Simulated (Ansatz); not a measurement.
Wavefunction ladder for C$_{4}$H$_{10}$Si, SMILES `CC/C=C/[SiH3]`

```xyz
15

C    -0.4853    1.9007    1.4122
C    -0.6071    1.3987   -0.0226
C    -0.3639   -0.0696   -0.1290
C     0.5897   -0.6527   -0.8554
Si    0.8346   -2.4891   -0.9166
H    -0.7042    2.9688    1.4742
H    -1.1824    1.3780    2.0725
H     0.5234    1.7369    1.7980
H     0.0898    1.9344   -0.6736
H    -1.6172    1.6172   -0.3909
H    -1.0338   -0.6947    0.4640
H     1.2505   -0.0083   -1.4365
H     0.6879   -3.0097   -2.3042
H    -0.1785   -3.1421   -0.0445
H     2.1963   -2.8684   -0.4475
```

Total charge 0; spin multiplicity 1. The geometry is a stationary point of PBE0-D4/def2-TZVP. It is one conformer, not always the lowest. Frozen core, restricted reference, Ansatz. CBS rows extrapolate triple and quadruple zeta; past MP2 they add the triple-zeta difference.

| basis | HF (Eh) | MP2 corr. | CCSD corr. | (T) | CCSD(T) total |
| --- | --- | --- | --- | --- | --- |
| def2-TZVPP | -446.27793 | -0.80436 | ? | -0.03550 | ? |
| def2-QZVPP | ? | -0.85576 | – | – | – |
| CBS(def2) | ? | -0.89384 | ? | as TZ | ? |

Fill in the withheld values. (Best estimate.)

Ansatz gave: def2-TZVPP CCSD corr.: -0.86623; def2-TZVPP CCSD(T) total: -447.17966; def2-QZVPP HF (Eh): -446.29429; CBS(def2) HF (Eh): -446.29654; CBS(def2) CCSD corr.: -0.95571; CBS(def2) CCSD(T) total: -447.28775.
